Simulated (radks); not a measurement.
Values are calculated unless marked as measured or tabulated.
O+, configuration [He] 2s2 2p3. Level of theory: Dirac Kohn-Sham, PBE, spin-unpolarised, spherical densities, point nucleus; open shells are shared between the two j in proportion to 2j + 1; speed of light set to 411.108 atomic units (3 times the physical value, a model run) (a radial shooting solver on a logarithmic mesh with Libxc functionals).

Unscreened Slater integrals over Kohn-Sham orbitals (eV). Large and small components are both included.

| integral | value |
|---|---|
| F0(2p3/2,2p3/2) | 22.659 |
| F2(2p3/2,2p3/2) | 10.250 |
| F0(2p3/2,2p1/2) | 22.661 |
| G2(2p3/2,2p1/2) | 10.251 |
| F0(2p3/2,2s1/2) | 22.638 |
| G1(2p3/2,2s1/2) | 13.783 |
| F0(2p3/2,1s1/2) | 32.470 |
| G1(2p3/2,1s1/2) | 3.5809 |
| F0(2p1/2,2p1/2) | 22.662 |
| F0(2p1/2,2s1/2) | 22.640 |
| G1(2p1/2,2s1/2) | 13.783 |
| F0(2p1/2,1s1/2) | 32.475 |
| G1(2p1/2,1s1/2) | 3.5820 |
| F0(2s1/2,2s1/2) | 22.785 |
| F0(2s1/2,1s1/2) | 32.301 |
| G0(2s1/2,1s1/2) | 2.4045 |
| F0(1s1/2,1s1/2) | 128.48 |
